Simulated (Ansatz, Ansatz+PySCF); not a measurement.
```tsv
atom	x (Å)	y (Å)	z (Å)
C	-0.7095	0.5967	0.0872
C	-0.4598	-0.6357	0.5088
C	0.1655	1.4944	-0.7416
C	0.7658	-1.4731	0.2773
H	-1.6673	1.0274	0.3659
H	-1.2316	-1.1189	1.1007
H	1.1099	1.0305	-1.0190
H	-0.3496	1.7853	-1.6609
H	0.3931	2.4163	-0.2002
H	1.5245	-0.9632	-0.3128
H	1.2189	-1.7595	1.2301
H	0.5017	-2.3994	-0.2397
```

Basis set: def2-SVP (spherical functions). Frozen core: 4 orbitals. Charge 0, multiplicity 3.

Computed with Ansatz (development build ahead of 0.2.0); each method stands on the lowest determinant of its kind that the runs found.

**Question.** Give the atomization energy at this shape (free ground-state atoms in the same class of orbitals less the molecule, no zero-point energy) of triplet C₄H₈ by UHF-MP2, UHF.

**Answer.**

```csv
method,atomization energy
UHF-MP2,4213.5 kJ/mol
UHF,3386.9 kJ/mol
```

Caution: another spin multiplicity may lie lower; the shape is not the minimum.
